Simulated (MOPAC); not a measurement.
MOPAC input (PM6):

```
PM6 PRECISE GNORM=0.05 LET XYZ UHF MS=0.5 GEO-OK AUX(PRECISION=9) THREADS=1
H2F2NSi

N    -1.51643700 1   -0.02385100 1    0.34063200 1
Si    0.05434000 1   -0.24481600 1   -0.29945000 1
F     0.98123700 1   -0.76350400 1    0.89919600 1
F     0.57449000 1    1.19346800 1   -0.77454100 1
H    -1.94345500 1   -0.76391000 1    0.87861800 1
H    -2.20378800 1    0.48862600 1   -0.19263700 1
```

From the output:

```
                                                       MOPAC v23.2.5 Linux

          FINAL HEAT OF FORMATION =       -170.09136 KCAL/MOL =    -711.66226 KJ/MOL

          COSMO AREA              =         97.14 SQUARE ANGSTROMS
          COSMO VOLUME            =         83.12 CUBIC ANGSTROMS

          GRADIENT NORM           =          0.04628          =       0.01889 PER ATOM
          IONIZATION POTENTIAL    =          7.456214 EV
          ALPHA SOMO LUMO (EV)    =         -7.456  1.068
          BETA  SOMO LUMO (EV)    =        -10.867 -1.578
          NO. OF ALPHA ELECTRONS  =         13
          NO. OF BETA  ELECTRONS  =         12
          MOLECULAR WEIGHT        =         82.1048         POINT GROUP:  C2v

          MOLECULAR DIMENSIONS (Angstroms)

            Atom       Atom       Distance
            H     6    F     3     3.73029
            H     5    F     4     3.51696
            H     5    H     6     0.00065

          SCF CALCULATIONS        =         19

   ATOM   CHEMICAL          X               Y               Z
  NUMBER   SYMBOL      (ANGSTROMS)     (ANGSTROMS)     (ANGSTROMS)

     1       N         -1.59841450  *  -0.12885866  *   0.23779610  *
     2      Si          0.05354253  *   0.02912683  *   0.02102971  *
     3       F          1.04214680  *  -0.88833357  *   0.76745136  *
     4       F          0.62957986  *   1.09657422  *  -0.93023762  *
     5       H         -2.04079582  *  -0.80819199  *   0.84626147  *
     6       H         -2.30026126  *   0.44091563  *  -0.22070521  *

                             CARTESIAN COORDINATES

   1    N       -1.598414505    -0.128858663     0.237796104
   2   Si        0.053542531     0.029126830     0.021029707
   3    F        1.042146801    -0.888333573     0.767451355
   4    F        0.629579862     1.096574222    -0.930237625
   5    H       -2.040795823    -0.808191991     0.846261473
   6    H       -2.300261262     0.440915632    -0.220705212

           Empirical Formula: H2 N Si F2  =     6 atoms

      MOLECULAR POINT GROUP   :   C2v

          ALPHA EIGENVALUES
 -41.17154 -40.74064 -30.81648 -17.63415 -17.38386 -16.12254 -15.59510 -15.58832
 -15.42415 -14.86671 -14.83334 -10.93557  -7.45621   1.06849   1.08219   1.23745
   1.55005   1.59589   2.57422   3.61030   4.19675   5.86351   6.49360

           BETA EIGENVALUES
 -41.09109 -40.67721 -30.71586 -17.70961 -17.30560 -16.12625 -15.61035 -15.53194
 -15.48079 -14.91591 -14.58608 -10.86743  -1.57773   1.14310   1.41137   1.44672
   1.89637   2.22492   2.55177   3.89273   4.66744   6.04717   6.61693

              NET ATOMIC CHARGES AND DIPOLE CONTRIBUTIONS

  ATOM NO.   TYPE          CHARGE      No. of ELECS.   s-Pop       p-Pop       d-Pop
    1          N          -0.467997        5.4680     1.46405     4.00395
    2         Si           0.458473        3.5415     1.14340     0.85451     1.54362
    3          F          -0.238877        7.2389     1.92436     5.31452
    4          F          -0.238866        7.2389     1.92436     5.31451
    5          H           0.243633        0.7564     0.75637
    6          H           0.243635        0.7564     0.75637
 DIPOLE           X         Y         Z       TOTAL
 POINT-CHG.    -3.287    -0.315     0.431     3.330
 HYBRID         0.085     0.008    -0.011     0.086
 SUM           -3.202    -0.307     0.420     3.244

          ATOMIC ORBITAL ELECTRON POPULATIONS

     Atom    s        px        py        pz      x^2-y^2     xz        z^2       yz        xy
    1  N   1.46405   1.22357   1.35500   1.42538
    2 Si   1.14340   0.34783   0.25017   0.25652   0.30384   0.28932   0.22582   0.42921   0.29544
    3  F   1.92436   1.76675   1.76195   1.78582
    4  F   1.92436   1.82480   1.73517   1.75453
    5  H   0.75637
    6  H   0.75637

                    (SZ)    =    0.500000
                    (S**2)  =    0.751607

          ATOMIC ORBITAL SPIN POPULATIONS

    Atom   Total    s     px     py     pz   x^2-y^2  xz     z^2    yz     xy
         Atomic
    1  N  0.0537  0.030  0.032 -0.004 -0.005
    2 Si  0.8709  0.447  0.007  0.008  0.011  0.067  0.003  0.056  0.270  0.002
    3  F  0.0274  0.002  0.010  0.011  0.005
    4  F  0.0274  0.002 -0.000  0.015  0.011
    5  H  0.0103  0.010
    6  H  0.0103  0.010

 **********************
 *                    *
 * JOB ENDED NORMALLY *
 *                    *
 **********************

 == MOPAC DONE ==
```

The geometry given is a B3LYP-D3(BJ)/def2-TZVP minimum.
